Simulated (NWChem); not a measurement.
Converging the integration grid for GeH3O (SMILES [OH][GeH2])

GeH3O has 5 atoms, charge 0, and is taken as a doublet. SMILES: `[OH][GeH2]`. The coordinates come from a PBE0-D4/def2-TZVP relaxation. This is one conformer, not always the lowest.

```xyz
5

O     0.3555   -1.0758    0.4607
Ge   -0.5201    0.4161    0.0177
H     1.0974   -0.9076    1.0465
H    -1.3968   -0.0144   -1.1803
H     0.5139    1.5080   -0.3859
```

Program: NWChem 7.3.0. Method: UPBE/def2-SVP. Swept: integration grid. Watched: the electronic atomisation energy. Each run: energy. Hardware: 1 thread of AMD EPYC 9R45 (Zen 5), shared host.

The last row is the best point of the sweep, not the limit.

```tsv
integration grid	value (eV)	from the best (eV)	wall time
xcoarse	14.2555	+0.0275	6.3 s
coarse	14.2288	+0.0008	7 s
medium	14.2286	+0.0006	7.7 s
fine	14.2280	0.0000	9.6 s
xfine	14.2280	0.0000	15 s
huge	14.2280	0.0000	39 s
```

Question: For a target of 0.01 eV, where can one stop?

Answer: coarse: it is 0.0008 eV off and takes 7 s, against 39 s for huge.
